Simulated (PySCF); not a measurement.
C5H8NPS.
SMILES with atom numbers: `[CH3:1]/[CH:2]=[CH:3]\[P@H:4](=[S:5])[CH2:6][C:7]#[N:8]` (hydrogens: H9, H10, H11 on C1; H12 on C2; H13 on C3; H14 on P4; H15, H16 on C6)

Structure used (GFN2-xTB), in Å, numbered top down from 1:
```xyz
16
C5H8NPS angstrom
C     -2.005    0.124    0.624
C     -1.471    0.717   -0.627
C     -0.347    0.348   -1.232
P      0.734   -0.994   -0.674
S      0.019   -2.775   -0.442
C      1.645   -0.351    0.823
C      2.195    0.939    0.534
N      2.621    1.966    0.267
H     -1.431   -0.755    0.915
H     -1.978    0.860    1.428
H     -3.045   -0.166    0.482
H     -2.061    1.518   -1.058
H     -0.022    0.824   -2.148
H      1.753   -0.881   -1.628
H      0.946   -0.296    1.664
H      2.438   -1.068    1.061
```

Method used: PySCF 2.14.0, density-fitted response routines, TDDFT CAM-B3LYP/def2-SVPD, vertical, gas phase, core orbitals frozen in the response.

Ground-to-excited transition dipoles (e·a0, same axes as the geometry; the sign carries no meaning), for the states with f of 0.002 or more among the lowest 7:

```csv
state,E (hartree),μx,μy,μz
S1,0.1796,-0.323,0.235,0.022
S2,0.1865,0.070,-0.263,0.136
S3,0.2076,0.244,-0.160,0.032
S4,0.2150,-0.263,-0.405,-0.225
S5,0.2240,-0.016,0.341,-0.002
S6,0.2281,-0.072,-0.684,0.004
S7,0.2418,-0.341,0.365,-0.247
```

**Question.** What oscillator strength does each state have?

**Answer.** f = (2/3) ΔE |μ|² with ΔE in hartree (27.2114 eV).

| state | \|μ\|² (au) | \|μ\| (D) | f |
| --- | --- | --- | --- |
| S1 | 0.160 | 1.02 | 0.019 |
| S2 | 0.093 | 0.77 | 0.012 |
| S3 | 0.086 | 0.75 | 0.012 |
| S4 | 0.283 | 1.35 | 0.041 |
| S5 | 0.117 | 0.87 | 0.017 |
| S6 | 0.473 | 1.75 | 0.072 |
| S7 | 0.311 | 1.42 | 0.050 |

**Question.** What angle do the transition dipoles of S3 and S5 make?

**Answer.** |cos θ| = |μa·μb| / (|μa| |μb|) = 0.58, so θ ≈ 54° (taken between 0 and 90°, since the signs are arbitrary).

One conformer stands for the species.
